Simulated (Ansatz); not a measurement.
Species: sum formula Si2H3F3, charge 0, multiplicity 1. SMILES: F[SiH2][SiH](F)F
Coordinates optimised at B3LYP-D3(BJ)/def2-TZVP (Ansatz, a first-principles code):
```xyz
8

F     -1.8125    -1.5016     0.5221
Si    -1.4275    -0.0227     0.0132
Si     0.9017     0.0560    -0.3318
F      1.2524     1.4963    -0.9345
F      1.6590    -0.0713     1.0694
H     -1.8508     0.9539     1.0401
H     -2.1489     0.2302    -1.2541
H      1.4702    -0.9610    -1.2376
```
Charge 0, spin multiplicity 1.

Wanted: vertical ionisation energy (to the doublet state of charge +1; each state is the SCF solution reached for its spin), in eV. Correlated levels leave the core frozen unless marked. UHF or UKS for open shells. No spin-orbit coupling. No relativistic terms. CBS(X,Y): correlation extrapolated as X^-3; Hartree-Fock from the larger set. [CCSD(T)-MP2]/basis is that difference in the basis named.

| level | program | vertical ionisation energy (eV) |
|---|---|---|
| HF/aug-cc-pV(D+d)Z | Ansatz | 10.81 |
| HF/aug-cc-pV(Q+d)Z | Ansatz | 10.70 |
| SVWN5/def2-TZVPD | Ansatz | 10.61 |
| PBE/def2-TZVPD | Ansatz | 10.48 |
| PBE0/def2-TZVPD | Ansatz | 10.89 |
| CAM-B3LYP/def2-TZVPD | Ansatz | 11.07 |
| wB97M-V/def2-TZVPD | Ansatz | 11.03 |
| MP2/aug-cc-pV(D+d)Z | Ansatz | 11.07 |
| MP2/aug-cc-pV(T+d)Z | Ansatz | 11.16 |
| RI-MP2/aug-cc-pV(T+d)Z | Ansatz | 11.16 |
| RI-MP2/aug-cc-pV(Q+d)Z | Ansatz | 11.23 |
| RI-MP2/CBS(aug-cc-pV(T+d)Z,aug-cc-pV(Q+d)Z) | Ansatz | 11.28 |
| SCS-MP2/aug-cc-pV(D+d)Z | Ansatz | 11.12 |
| CCSD/aug-cc-pV(D+d)Z | Ansatz | 11.14 |
| RI-MP2/CBS(aug-cc-pV(T+d)Z,aug-cc-pV(Q+d)Z)+[CCSD(T)-MP2]/aug-cc-pV(T+d)Z | Ansatz | 11.30 |
